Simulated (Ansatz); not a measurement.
`FC([SiH3])S` + `CCB(O)O` → `CCB(O)O[SiH3]` + `FCS`  (ligand exchange at the Si–C bond)

Calculated with Ansatz (gas phase, PBE0-D4/def2-TZVP geometries, no zero-point term in ΔE). CBS: MP2 limit from def2 TZ/QZ plus the TZ coupled-cluster correction, frozen cores. One conformer a species, not always the lowest.

```csv
species,CCSD(T)/CBS(def2) energy (Eh)
`FC([SiH3])S`,-827.68200
`CCB(O)O`,-255.58852
`CCB(O)O[SiH3]`,-545.90188
`FCS`,-537.40796
```

Problem. Work out ΔE.

Solution. ΔE = (-545.90188) + (-537.40796) − (-827.68200) − (-255.58852) = -0.03932 Eh = -103.2 kJ/mol.

Largest T1 diagnostic among the species: 0.012.

In def2-TZVPP, CCSD(T) changes the Hartree–Fock value by +25.2 kJ/mol (the triples alone add +3.9 kJ/mol) and MP2 by +23.4 kJ/mol. From PBE to PBE0 (25 % exact exchange), in def2-TZVPP and without D4, ΔE moves by −7.8 kJ/mol.
